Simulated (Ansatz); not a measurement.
Basis sets compared for the cluster PdS₂⁺ (the lowest doublet isomer of a short search). Total charge 1; doublet. Geometry PBE-D4/def2-TZVP. Ansatz on 4 threads of Arm Neoverse V2 on a shared host; times are rough, and most runs start from earlier orbitals.

| atom | x (Å) | y (Å) | z (Å) |
| --- | --- | --- | --- |
| Pd1 | -1.102 | -0.259 | 0.770 |
| S2 | 0.344 | 1.075 | -0.365 |
| S3 | 0.759 | -0.816 | -0.406 |

In the def2 sets Pd takes a core potential; there is no spin–orbit coupling. The structure comes from a short search, and lower isomers may exist.

```tsv
level	functions	energy (Eh)	HOMO (eV)	LUMO (eV)	wall time
PBE-D4/def2-SVP	67	-923.4264	-11.62	-10.84	1 s
PBE0-D4/def2-SVP	67	-923.4448	-13.04	-9.99	1.3 s
```

Problem. Estimate the rows for PBE-D4/def2-TZVP, PBE0-D4/def2-TZVP (with forces).

Solution. 
| level | functions | energy (Eh) | HOMO (eV) | LUMO (eV) | wall time |
| --- | --- | --- | --- | --- | --- |
| PBE-D4/def2-TZVP | 114 | -923.7526 | -11.47 | -10.67 | 1.4 s |
| PBE0-D4/def2-TZVP (with forces) | 114 | -923.7693 | -12.84 | -9.79 | 9.5 s |
